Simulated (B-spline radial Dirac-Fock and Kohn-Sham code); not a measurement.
## Conversion-electron coefficients: I, 100 keV

Z = 53 (iodine), transition energy 100 keV. Level of theory: a Dirac-Hartree-Slater potential of the neutral atom with a Latter tail (no hole, which puts coefficients of high multipoles low close above an edge), finite nucleus with surface currents; a B-spline atomic structure program. Subshells that would emit electrons below 1 keV are left out.

```csv
subshell,electron energy (keV),E1,E2,E4,M3,M5
K,66.83,0.176,1.19,34.8,42.7,1940
L1,94.81,0.0176,0.109,2.64,9.81,960
L2,95.15,0.00236,0.161,96.9,1.69,286
L3,95.44,0.00328,0.186,96.5,6.59,2590
M1,98.93,0.00346,0.0212,0.563,2.14,230
M2,99.07,0.000490,0.0345,21.8,0.379,67.2
M3,99.12,0.000689,0.0404,21.7,1.52,647
M4,99.37,1.25e-05,0.000254,0.980,0.0178,14.2
M5,99.38,1.65e-05,0.000273,1.05,0.00856,31.9
N1,99.81,0.000747,0.00458,0.124,0.472,51.8
N2,99.88,9.90e-05,0.00702,4.48,0.0778,13.9
N3,99.88,0.000139,0.00818,4.43,0.311,135
N4,99.94,2.26e-06,4.61e-05,0.180,0.00327,2.62
N5,99.94,2.96e-06,4.90e-05,0.191,0.00156,5.88
total,,0.205,1.77,287,65.8,6990
```

Problem. For a pure M3 transition, what fraction of decays emits a photon?

Solution. 1/(1 + α) = 0.0150 with the total α = 65.8; the total includes the outer subshells that are not listed.

Values without a named source are computed, but for edge energies of neutral atoms, which are taken from tables.
